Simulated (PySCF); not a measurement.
H8N3Si3, SMILES [N]1[SiH2]N[SiH2]N[SiH2]1, doublet, PBE0/def2-SVP optimised geometry.

```
14

N     -1.80    -2.13     0.00
Si    -1.35    -1.52     1.56
N     -0.31    -0.13     1.41
Si     0.30     0.68     0.00
N     -0.31    -0.13    -1.41
Si    -1.35    -1.52    -1.56
H     -0.66    -2.64     2.29
H     -2.61    -1.20     2.30
H     -0.01     0.30     2.29
H     -0.11     2.13     0.00
H      1.80     0.68     0.00
H      0.00     0.29    -2.29
H     -2.62    -1.18    -2.29
H     -0.68    -2.63    -2.30
```

Density from PySCF 2.14.0 with unrestricted PBE0/def2-TZVP at that geometry.

Minimum of the electron density along straight lines between bonded atoms, close to the bond critical point (lines longer than 1.1 times the sum of covalent radii, or with two minima, are not listed):

```tsv
bond	length / Å	ρ at the minimum / e bohr⁻³	∇²ρ there / e bohr⁻⁵	position (fraction from the first atom)
N1–Si2	1.736	0.130	0.53	0.60
Si2–N3	1.741	0.127	0.52	0.40
N3–Si4	1.741	0.127	0.52	0.60
Si4–N5	1.741	0.127	0.52	0.40
N1–Si6	1.736	0.130	0.53	0.60
N5–Si6	1.741	0.127	0.52	0.60
Si2–H7	1.498	0.120	0.13	0.49
Si2–H8	1.497	0.120	0.13	0.49
N3–H9	1.018	0.324	-1.51	0.73
Si4–H10	1.500	0.121	0.13	0.49
Si4–H11	1.500	0.121	0.13	0.49
N5–H12	1.018	0.324	-1.51	0.73
Si6–H13	1.497	0.120	0.13	0.49
Si6–H14	1.497	0.120	0.13	0.49
```
